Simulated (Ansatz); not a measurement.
Relaxation of AlCl$_{3}$FH (6 atoms, charge 0, multiplicity 1), to a largest force component of 0.03 eV/Å in at most 50 steps.

Level of theory: Ansatz, RKS r2SCANh/6-31G*.

```xyz
6
Properties=species:S:1:pos:R:3
Al -0.016 0.261 -0.049
Cl -0.023 0.402 2.136
Cl 1.788 0.303 -1.067
Cl -1.814 0.314 -1.082
F 0.083 -2.428 0.959
H 0.127 -2.147 1.845
```

Task: Where does it end, and by what steps?

Result: The run converged. After 8 steps the energy has fallen by 0.632 eV; F5 moved furthest, 0.55 Å. Joined: Al1–F5 (2.87 → 1.97 Å).

| step | energy less start (eV) | largest force component (eV/Å) | accepted |
| --- | --- | --- | --- |
| 0 | 0.0000 | 1.327 | yes |
| 1 | -0.2275 | 0.691 | yes |
| 2 | -0.4948 | 1.276 | yes |
| 3 | -0.5638 | 1.119 | yes |
| 4 | -0.6269 | 0.160 | yes |
| 5 | -0.6303 | 0.049 | yes |
| 6 | -0.6315 | 0.061 | yes |
| 7 | -0.6322 | 0.046 | yes |
| 8 | -0.6324 | 0.015 | yes |

```xyz
6
Properties=species:S:1:pos:R:3
Al 0.013 -0.079 0.119
Cl 0.009 0.442 2.184
Cl 1.812 0.150 -0.916
Cl -1.801 0.071 -0.903
F 0.056 -1.978 0.652
H 0.056 -1.901 1.605
```

Whether the end is a true minimum wasn't checked by a vibrational analysis.

Run time: 22 s on 2 threads of Intel(R) Xeon(R) 6975P-C (Granite Rapids) (shared host), peak memory 0.24 GiB.
